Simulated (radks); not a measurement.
All-electron atom: Nd3.5+ in [Kr] 4d10 4f(up 2, down 2) 5s2 5p(up 2.5, down 2) (fractional occupations, a model configuration).

Method: scalar-relativistic Kohn-Sham, LDA (Slater exchange, Perdew-Wang correlation), spin-polarised, spherical densities, point nucleus; computed with a radial shooting solver on a logarithmic mesh with Libxc functionals.

Energy parts (eV):
| part | energy |
|---|---|
| total | -261611.48 |
| kinetic | 278389.05 |
| electron-nucleus | -633735.20 |
| Hartree | 99564.25 |
| exchange-correlation | -5829.58 |

Orbitals (lengths in bohr, moments of r in powers of bohr):
orbital	occ.	eigenvalue (eV)	<r^4>	<r^2>
1s up	1	-43394.48	1.530e-06	0.0007609
1s down	1	-43394.45	1.530e-06	0.0007609
2s up	1	-7047.818	0.0002493	0.01205
2s down	1	-7047.796	0.0002493	0.01205
2p up	3	-6306.895	0.0001834	0.009629
2p down	3	-6306.865	0.0001834	0.009629
3s up	1	-1554.199	0.009969	0.08122
3s down	1	-1554.171	0.009969	0.08122
3p up	3	-1320.514	0.01040	0.08121
3p down	3	-1320.483	0.01040	0.08121
3d up	5	-995.5540	0.008495	0.06885
3d down	5	-995.5240	0.008495	0.06885
4s up	1	-335.0265	0.2535	0.4171
4s down	1	-334.9704	0.2533	0.4170
4p up	3	-258.4682	0.3334	0.4716
4p down	3	-258.4063	0.3331	0.4714
4d up	5	-149.6231	0.5526	0.5816
4d down	5	-149.5402	0.5511	0.5810
4f up	2	-34.5253	4.218	1.309
4f down	2	-34.3399	4.179	1.301
5s up	1	-72.9016	7.810	2.321
5s down	1	-72.5241	7.818	2.321
5p up	2.5	-53.5780	13.65	3.038
5p down	2	-53.1964	13.73	3.045

The highest occupied level is 4f down at -34.340 eV. Summed over all electrons, <r^2> = 34.45 bohr^2, which gives a Langevin (diamagnetic) susceptibility term of -27.3 x 10^-6 cm^3/mol.
